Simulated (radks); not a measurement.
Values are calculated unless marked as measured or tabulated.
Orbital eigenvalues (eV) of the rhodium ion Rh+, [Kr] 4d8, at several levels of relativity; Dirac values are averaged over j with weights 2j + 1. Spin-unpolarised spherical Kohn-Sham, BLYP, point nucleus unless stated (finite: rms radius 4.4945 fm), a radial shooting solver on a logarithmic mesh with Libxc functionals. A level marked "c x" has the speed of light scaled by that factor and shares open shells by 2j + 1; other Dirac levels either fill j = l - 1/2 first or share by 2j + 1.

shell       non-rel.  Dirac, low j first  Dirac, 2j+1 shares, finite nucleus  Dirac, c x 0.75  change of magnitude, last against first (%)
1s            -22384              -23038                              -23037           -23603                                        +5.45
2s           -3189.5             -3345.6                             -3345.6          -3482.2                                        +9.18
2p           -2957.8             -3002.0                             -3002.1          -3040.0                                        +2.78
3s           -573.33             -603.78                             -603.84          -630.63                                        +9.99
3p           -481.57             -490.48                             -490.56          -498.22                                        +3.46
3d           -312.35             -307.92                             -308.00          -304.41                                        -2.54
4s           -84.338             -90.053                             -90.104          -95.187                                       +12.86
4p           -56.527             -58.086                             -58.137          -59.527                                        +5.31
4d           -13.725             -13.496                             -13.530          -13.393                                        -2.42
5s (empty)   -10.327             -10.930                             -10.939          -11.494                                       +11.30
5p (empty)   -6.2032             -6.3558                             -6.3611          -6.4988                                        +4.76
